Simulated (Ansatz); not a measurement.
Start from `[NH2][Zn][CH2]C=O` and change one atom or group to get `O=CCS`.

Ansatz, PBE0-D4/def2-TZVP geometries, multiplicity 1. Each molecule was computed in one conformer, which needn't be the lowest.

Scalar relativity is left out up to krypton.

```
                                          property  `[NH2][Zn][CH2]C=O`
               HOMO–LUMO gap (PBE/def2-TZVPP) / eV                 3.79
                 HOMO energy (PBE/def2-TZVPP) / eV                -5.55
    size of the dipole moment (PBE/def2-TZVPP) / D                 3.02
size of the dipole moment (ωB97M-V/def2-TZVPP) / D                 3.14
             HOMO–LUMO gap (B3LYP/def2-TZVPP) / eV                 5.82
                 LUMO energy (PBE/def2-TZVPP) / eV                -1.76
```

Problem. What does the change do to each property? (An estimate is asked.)

Solution. The calculation gave: 
```json
{"property": "HOMO–LUMO gap (PBE/def2-TZVPP) / eV", "`O=CCS`": "3.45", "shift": "-0.34"}
{"property": "HOMO energy (PBE/def2-TZVPP) / eV", "`O=CCS`": "-5.75", "shift": "-0.20"}
{"property": "size of the dipole moment (PBE/def2-TZVPP) / D", "`O=CCS`": "2.56", "shift": "-0.46"}
{"property": "size of the dipole moment (ωB97M-V/def2-TZVPP) / D", "`O=CCS`": "2.66", "shift": "-0.48"}
{"property": "HOMO–LUMO gap (B3LYP/def2-TZVPP) / eV", "`O=CCS`": "5.40", "shift": "-0.42"}
{"property": "LUMO energy (PBE/def2-TZVPP) / eV", "`O=CCS`": "-2.30", "shift": "-0.54"}
```

With PBE0 the HOMO rises by 0.07 eV and the LUMO falls by 0.34 eV, so the gap narrows by about 0.41 eV. PBE moves the HOMO by -0.20 eV and ωB97M-V by 0.21 eV. Dipoles are sizes alone; their direction can turn.

B3LYP here is the variant with VWN-RPA as its local correlation; programs differ in this.
